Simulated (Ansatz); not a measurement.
```xyz
8

C     0.303    1.179    0.478
Al   -0.300   -0.490   -0.281
O     0.668   -1.872   -0.217
Br   -2.324   -0.664   -1.286
H    -0.388    1.525    1.251
H     1.296    1.077    0.922
H     0.343    1.960   -0.285
H     0.402   -2.715   -0.582
```

Charge 0, multiplicity 1.

Problem. List the PBE/def2-TZVPP orbital energies in eV (the Gaussian-basis code of Ansatz). (An estimate is asked.)

Solution. Ansatz gave: Occupied: -13088.59, -1681.73, -1516.08, -1516.04, -1516.03, -1507.04, -510.02, -268.60, -228.51, -170.62, -170.51, -170.49, -107.30, -69.38, -69.24, -69.13, -67.31, -67.28, -67.26, -67.17, -67.17, -24.37, -18.89, -17.03, -12.46, -9.98, -9.89, -9.49, -8.16, -7.88, -7.56, -7.26, -7.03. Lowest empty: -1.17, -1.09, 0.44, 1.00, 1.61, 2.10, 2.12, 2.84.
